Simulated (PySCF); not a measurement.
**K (potassium, neutral) across methods**

[Ar] 3d1, 2D determinant (an excited configuration). Calculation: PySCF 2.14, in x2c-TZVPPall with one added diffuse shell each of s, p, d type (7s5p4d, 42 functions); the spin-free X2C one-electron Hamiltonian (Gaussian nucleus).

```csv
method,E (hartree),mean ε 3p α (eV),mean ε 3p β (eV),mean ε 3d α (eV),Σ⟨r²⟩ (bohr²),⟨S²⟩
HSE06,-601.981,-22.556,-22.523,-0.965,99.23,0.750
PBE,-601.917,-20.766,-20.728,-0.973,95.34,0.750
r2SCAN,-602.090,-21.534,-21.507,-0.871,98.65,0.750
BP86,-602.193,-20.849,-20.818,-1.064,95.25,0.750
TPSS,-602.147,-21.092,-21.060,-0.905,98.24,0.750
PBE0,-601.959,-22.950,-22.916,-1.177,98.42,0.750
UHF,-601.35793,-28.264,-28.249,-1.534,107.2,0.750
LDA,-600.370,-20.752,-20.714,-0.876,93.72,0.750
```

**Question.** Estimate the same row for M06-2X.

**Answer.** E (hartree) = -602.133; mean ε 3p α (eV) = -24.828; mean ε 3p β (eV) = -24.819; mean ε 3d α (eV) = -1.258; Σ⟨r²⟩ (bohr²) = 98.76; ⟨S²⟩ = 0.750.
